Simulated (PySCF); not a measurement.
## M06-2X on Mg⁺ (magnesium, charge +1)

Configuration: [Ne] 3s1, 2S determinant. All numbers are calculated (PySCF 2.14, scalar relativity by spin-free X2C-1e, in x2c-SVPall).

* Total energy: -200.0092 hartree
* One-electron energy: -275.7096 hartree
* Hartree (Coulomb) energy: 91.9674 hartree
* Exchange-correlation energy: -16.2670 hartree
* ⟨S²⟩: 0.7500
* ⟨L²⟩: 0.000
* Sum of ⟨r⟩: 8.615 bohr
* Sum of ⟨r²⟩: 14.01 bohr²
* Langevin diamagnetic susceptibility: -11.1 ×10⁻⁶ cm³/mol
* Time after the integrals: 0.13 s of wall time on 1 thread of Neoverse-V2 (shared host)

```csv
shell,electrons,mean orbital energy (hartree),"rms radius, mean of both spins (bohr)"
1s α,1,-48.01011,0.151
1s β,1,-48.00530,0.151
2s α,1,-3.68327,0.759
2s β,1,-3.67409,0.759
2p α,3,-2.35748,0.778
2p β,3,-2.35575,0.778
3s α,1,-0.50110,3.03
```
